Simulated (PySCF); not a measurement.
B(F)(SH)2 (BFH2S2), SMILES SB(S)F.

Coordinates come from a ωB97X-D3(BJ)/def2-SVP optimisation. One conformer was computed; it need not be the lowest.

All values below come from M06-2X/def2-TZVPD (PySCF).

The molecule is in vacuum.

Q: Estimate the frontier levels, gap, dipole moment and polarisability. (The exact figures need the calculation; the answer reports its results.)

A: 
- highest occupied level: -8.96 eV
- lowest empty level: -0.43 eV
- orbital gap: 8.53 eV
- dipole moment: 0.454 e·Å
- quadrupole, principal values (traceless, Buckingham form, about the centre of nuclear charge): -2.59, -2.15, 4.74 D·Å
- mean static polarisability: 56.6 bohr³ (8.39 Å³)
- polarisability, principal values: 45.0, 53.1, 71.7 bohr³
